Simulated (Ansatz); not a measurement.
C3H8BF (`CCBCF`). Charge 0, multiplicity 1.

```xyz
13

C    -0.3193    0.2515   -1.9604
C     0.3491   -0.1638   -0.6575
B    -0.3093    0.2891    0.6710
C     0.1425   -0.2544    2.0587
F     1.1647   -1.1970    2.0195
H     0.2608   -0.0545   -2.8344
H    -0.4492    1.3353   -2.0105
H    -1.3120   -0.1959   -2.0539
H     1.3701    0.2539   -0.5980
H     0.5343   -1.2449   -0.6206
H    -1.1860    1.1124    0.7039
H    -0.7162   -0.7058    2.5783
H     0.4705    0.5741    2.7038
```

Question: List the harmonic frequencies (cm⁻¹, unscaled) at PBE0-D4/def2-TZVP in Ansatz. (Best estimate.)

Answer: Computed: 33, 141, 163, 220, 294, 474, 565, 584, 799, 865, 912, 1015, 1055, 1064, 1086, 1189, 1241, 1261, 1331, 1372, 1401, 1412, 1423, 1492, 1499, 2577, 2981, 3006, 3040, 3047, 3051, 3116, 3120.

Question: Is this a minimum?

Answer: Yes, all 33 modes are real.

Question: Give the ideal-gas thermochemistry at 298.15 K and 1 bar (rigid rotor, harmonic oscillator; point group C1, symmetry number 1).

Answer: Zero-point energy 280.1 kJ/mol; H(298) − E = 300.8 kJ/mol; entropy 343.2 J/(mol·K), of which translation 162.5, rotation 109.2, vibration 71.5; G(298) − E = 198.5 kJ/mol. Modes under 100 cm⁻¹ are hindered rotations or soft bends, so the harmonic entropy is rough.

Question: And at 400, 500, 600, 800 and 1000 K?

Answer: 
```csv
T (K),H − E (kJ/mol),S (J/mol/K),G − E (kJ/mol)
400,312.8,377.6,161.7
500,327.0,409.2,122.4
600,343.3,439.0,80.0
800,381.1,493.1,-13.4
1000,424.2,541.1,-116.9
```
